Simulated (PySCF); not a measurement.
Job file and geometry (Å, from GFN2-xTB) of an NMR shielding run on `[SiH3]OCC1CCCC1`, C6H14OSi, GIAO PBE0/pcSseg-1 NMR shielding, non-relativistic, gas phase in PySCF 2.14.0, density-fitted response routines; density fitting, a coarse starting grid and PySCF grid level 2 are the driver's defaults:

```
$ OMP_NUM_THREADS=1 python probes_run.py task.json out

{"job": {"kind": "nmr", "xc": "PBE0", "basis": "pcSseg-1"}, "charge": 0, "multiplicity": 1}
Si     3.240220     0.867417    -0.025399
O      1.789331     0.190823    -0.240674
C      1.202646    -0.910638     0.385601
C     -0.321396    -0.823589     0.311916
C     -0.878571     0.436701     0.991154
C     -2.142978     0.827522     0.204177
C     -2.273196    -0.205302    -0.922810
C     -0.854333    -0.727690    -1.118012
H      3.120188     1.973224    -0.960816
H      3.424373     1.298773     1.365301
H      4.326843    -0.062513    -0.350834
H      1.516177    -0.962872     1.435921
H      1.544992    -1.826185    -0.114503
H     -0.728762    -1.718630     0.793589
H     -0.134988     1.230662     0.926198
H     -1.091655     0.258413     2.044789
H     -2.031690     1.827972    -0.213172
H     -3.028358     0.831640     0.839128
H     -2.922694    -1.024550    -0.608849
H     -2.687720     0.226109    -1.832874
H     -0.254252    -0.004547    -1.671007
H     -0.824588    -1.683354    -1.640460
```

Question: Write the output of this run.

Answer: 
```
coarse grid: 17912 points
cycle   1  E = -601.0943783185  dE =  9.018e-01  |g| = 7.212e-01  |ddm| = 4.067e+00
cycle   2  E = -600.9491408967  dE =  1.452e-01  |g| = 1.132e+00  |ddm| = 1.637e+00
cycle   3  E = -601.1976828506  dE = -2.485e-01  |g| = 9.381e-02  |ddm| = 1.146e+00
cycle   4  E = -601.1989758437  dE = -1.293e-03  |g| = 4.769e-02  |ddm| = 1.137e-01
cycle   5  E = -601.1995026278  dE = -5.268e-04  |g| = 8.337e-03  |ddm| = 4.796e-02
cycle   6  E = -601.1995168349  dE = -1.421e-05  |g| = 1.083e-03  |ddm| = 8.734e-03
cycle   7  E = -601.1995170714  dE = -2.365e-07  |g| = 4.274e-04  |ddm| = 1.287e-03
final grid: 165592 points
cycle   8  E = -601.2590068488  dE = -4.405e-05  |g| = 1.110e-02  |ddm| = 3.451e-02
cycle   9  E = -601.2589851867  dE =  2.166e-05  |g| = 1.530e-02  |ddm| = 2.045e-02
cycle  10  E = -601.2590335095  dE = -4.832e-05  |g| = 1.239e-03  |ddm| = 1.212e-02
cycle  11  E = -601.2590338156  dE = -3.061e-07  |g| = 2.909e-04  |ddm| = 1.296e-03
cycle  12  E = -601.2590338316  dE = -1.596e-08  |g| = 7.203e-05  |ddm| = 3.132e-04
cycle  13  E = -601.2590338325  dE = -9.677e-10  |g| = 2.486e-05  |ddm| = 7.787e-05
converged SCF energy = -601.2590338325

GIAO shielding tensors (ppm)
atom      isotropic    diamagn.    paramagn.     s11        s22        s33       span
  0 Si     386.054     880.197    -494.143    337.737    345.443    474.982    137.244
  1 O      334.007     400.953     -66.946    284.934    356.459    360.627     75.693
  2 C      120.255     241.725    -121.469     92.873    110.845    157.049     64.176
  3 C      139.872     249.204    -109.332    122.025    141.621    155.972     33.946
  4 C      160.023     247.755     -87.731    125.319    176.130    178.621     53.302
  5 C      160.269     247.692     -87.422    129.540    174.385    176.883     47.344
  6 C      156.482     248.886     -92.404    128.920    167.131    173.396     44.476
  7 C      155.179     247.231     -92.052    125.132    167.311    173.095     47.962
  8 H       26.808      29.571      -2.763     22.746     25.368     32.310      9.564
  9 H       26.813      29.159      -2.346     23.206     25.392     31.840      8.635
 10 H       26.749      28.314      -1.565     23.228     24.688     32.331      9.104
 11 H       28.083      30.771      -2.687     22.797     28.532     32.921     10.123
 12 H       27.682      29.866      -2.184     22.461     27.652     32.932     10.471
 13 H       29.947      33.138      -3.191     26.813     27.320     35.709      8.897
 14 H       29.894      32.284      -2.390     24.251     29.975     35.458     11.207
 15 H       30.182      31.578      -1.396     25.026     28.256     37.263     12.237
 16 H       29.999      30.285      -0.286     24.841     28.231     36.926     12.085
 17 H       29.921      29.324       0.598     24.660     27.706     37.398     12.738
 18 H       30.150      30.267      -0.117     25.216     27.930     37.306     12.090
 19 H       29.883      29.368       0.515     25.185     27.103     37.361     12.176
 20 H       29.894      31.611      -1.717     24.576     30.383     34.724     10.148
 21 H       30.315      31.142      -0.828     25.298     28.076     37.570     12.272
```

Question: Turn these shieldings into chemical shifts. δ = σ(ref) − σ, references computed at the same level: 29Si (σref 349.16) and 13C (σref 186.93) and 1H (σref 31.72) vs TMS; H2O for 17O (σref 336.08).

Answer: Averaging equivalent atoms: Si 0: -36.9; O 1: 2.1; C 2: 66.7; C 3: 47.1; C 4/7: 29.3; C 5/6: 28.5; H 8/9/10: 4.93; H 11/12: 3.83; H 14/20: 1.82; H 16/19: 1.78; H 13: 1.77; H 17/18: 1.68; H 15/21: 1.47 ppm. Experimental scales use liquid or dissolved standards, which lie at an offset from isolated H2O (liquid H2O: subtract about 36 ppm).

Size and cost of the density-fitted run: 213 basis functions, 54 s wall time on 1 thread of an Intel Xeon Platinum 8488C, shared host; peak memory 0.92 GiB.
